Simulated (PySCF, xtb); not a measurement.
Ti(Cl)4(NH3) (Cl4H3NTi), SMILES [NH3]->[Ti]([Cl])([Cl])([Cl])[Cl], multiplicity 1.

GFN2-xTB (xtb) at its own geometry gives an orbital gap of 2.55 eV and a dipole moment of 5.85 D.

The structure is a stationary point at ωB97X-D3(BJ)/def2-SVP. The multiplicity is an assumed one; other spin states were not compared.

**Question.** What does PBE/def2-TZVP in PySCF give? (The exact figures need the calculation; the answer reports its results.)

**Answer.** gap 3.31 eV (levels -7.41 and -4.10 eV), dipole 4.83 D.
